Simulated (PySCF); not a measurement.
**Al (aluminium, neutral): UHF calculation**

Configuration: [Ne] 3s2 3p1, 2P determinant. Calculation: PySCF 2.14, in dyall-acv3z; the non-relativistic Hamiltonian (point nucleus).

| Quantity | Value |
| --- | --- |
| Total energy | -241.880619 hartree |
| One-electron energy | -336.6362 hartree |
| Hartree (Coulomb) energy | 112.8471 hartree |
| Exchange energy | -18.0915 hartree |
| Kinetic energy | 241.88042 hartree |
| ⟨S²⟩ | 0.7706 |
| ⟨L²⟩ | 2.064 |
| Sum of ⟨r⟩ | 13.69 bohr |
| Sum of ⟨r²⟩ | 33.20 bohr² |
| Traceless quadrupole moment −½Σ⟨3z² − r²⟩ along its main axis | -5.77 e·bohr² |
| Density at the nucleus (Gaussians lack the cusp) | 1400 bohr⁻³ |
| Spin density at the nucleus | -0.108 bohr⁻³ |
| Langevin diamagnetic susceptibility | -26.3 ×10⁻⁶ cm³/mol |

```json
{"shell": "1s α", "electrons": "1", "mean orbital energy (eV)": "-1591.9", "spread (eV)": "0", "rms radius, mean of both spins (bohr)": "0.139"}
{"shell": "1s β", "electrons": "1", "mean orbital energy (eV)": "-1591.8", "spread (eV)": "0", "rms radius, mean of both spins (bohr)": "0.139"}
{"shell": "2s α", "electrons": "1", "mean orbital energy (eV)": "-133.63", "spread (eV)": "0", "rms radius, mean of both spins (bohr)": "0.677"}
{"shell": "2s β", "electrons": "1", "mean orbital energy (eV)": "-133.53", "spread (eV)": "0", "rms radius, mean of both spins (bohr)": "0.677"}
{"shell": "2p α", "electrons": "3", "mean orbital energy (eV)": "-87.630", "spread (eV)": "0.208", "rms radius, mean of both spins (bohr)": "0.675"}
{"shell": "2p β", "electrons": "3", "mean orbital energy (eV)": "-87.436", "spread (eV)": "0.251", "rms radius, mean of both spins (bohr)": "0.675"}
{"shell": "3s α", "electrons": "1", "mean orbital energy (eV)": "-11.580", "spread (eV)": "0", "rms radius, mean of both spins (bohr)": "2.82"}
{"shell": "3s β", "electrons": "1", "mean orbital energy (eV)": "-9.888", "spread (eV)": "0", "rms radius, mean of both spins (bohr)": "2.82"}
{"shell": "3p α", "electrons": "1", "mean orbital energy (eV)": "-5.946", "spread (eV)": "0", "rms radius, mean of both spins (bohr)": "3.70"}
```

Spin-orbit constants ζ (cm⁻¹) from the X2C one-electron operator on these orbitals (non-relativistic here): bare nucleus, nucleus screened by l(l+1)(2l+1)/3 electrons, and screened by the Breit-Pauli mean field of the electrons.

```json
{"shell": "2p", "bare": "2648", "screened nucleus": "2241", "mean field": "2057"}
{"shell": "3p", "bare": "82.84", "screened nucleus": "70.09", "mean field": "62.42"}
```

To first order the Landé constant is A = 62.42 cm⁻¹, so the lowest level has J = 1/2 and lies 0.00774 eV below the centre of the term.
